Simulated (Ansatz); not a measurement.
Reaction (formal exchange of groups at the Si–S bond): `CC[Si]SC` + `Clc1ccccc1` → `CC[Si]Cl` + `CSc1ccccc1`

Computed with Ansatz on PBE0-D4/def2-TZVP structures; ΔE is electronic, products minus reactants. CBS: MP2 limit from def2 TZ/QZ plus the TZ coupled-cluster correction, frozen cores. DFT in def2-TZVPP. B3LYP here is the variant with VWN-RPA as its local correlation; programs differ in this. Each species was taken in one conformer, which may not be the lowest.

Problem. Is it downhill or uphill in electronic energy at CCSD(T)/CBS, and by how much? (Best estimate.)

Solution. Ansatz gave: Downhill: ΔE = -0.51 eV.

Problem. What do these levels give: r2SCAN-D4, B3LYP-D4, ωB97X-V, B2PLYP, PBE, CCSD/CBS(def2)? (Best estimate.)

Solution. Ansatz gave: r2SCAN-D4 -0.48, B3LYP-D4 -0.50, ωB97X-V -0.52, B2PLYP -0.52, PBE -0.45, CCSD/CBS(def2) -0.54 eV.

Largest T1 diagnostic among the species: 0.014.

In def2-TZVPP, CCSD(T) changes the Hartree–Fock value by +0.09 eV (the triples alone add +0.03 eV) and MP2 by +0.06 eV. From PBE to PBE0 (25 % exact exchange), in def2-TZVPP and without D4, ΔE moves by −0.04 eV.
